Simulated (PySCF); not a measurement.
PySCF 2.14 output of a UHF calculation on a single atom or ion in x2c-TZVPPall (11s7p7d4f2g, 113 functions), with the spin-free X2C one-electron Hamiltonian (Gaussian nucleus):

```
SCF conv_tol = 1e-09
number electrons alpha = 32  beta = 27
cycle= 1 E= -9619.42671466099  delta_E= -0.0119  |g|= 0.0359  |ddm|= 0.0697
cycle= 2 E= -9619.42715724156  delta_E= -0.000443  |g|= 0.00947  |ddm|= 0.0203
cycle= 3 E= -9619.42723670495  delta_E= -7.95e-05  |g|= 0.00355  |ddm|= 0.0121
cycle= 4 E= -9619.42724914524  delta_E= -1.24e-05  |g|= 0.00161  |ddm|= 0.00535
cycle= 5 E= -9619.42725051763  delta_E= -1.37e-06  |g|= 0.000193  |ddm|= 0.00264
cycle= 6 E= -9619.42725054615  delta_E= -2.85e-08  |g|= 3.52e-05  |ddm|= 0.000622
cycle= 7 E= -9619.42725054722  delta_E= -1.07e-09  |g|= 6.77e-06  |ddm|= 0.000185
cycle= 8 E= -9619.42725054731  delta_E= -8.37e-11  |g|= 1.15e-06  |ddm|= 6.39e-05
converged SCF energy = -9619.42725054731  <S^2> = 8.756433  2S+1 = 6.002144
```

The run itself started from symmetry-adapted Hartree-Fock orbitals and held the occupation by maximum overlap, so the iterations belong to that start.

**Question.** Which element, charge and spin multiplicity is this?

**Answer.** Nd⁺ (neodymium, charge +1), multiplicity 6; the state was [Xe] 4f3 5d1 6s1, one real determinant (an excited configuration).

⟨L²⟩ = 40.06 against 72 for a pure L term, so this real determinant mixes terms. Spin-orbit coupling, absent here, splits the open shell strongly.
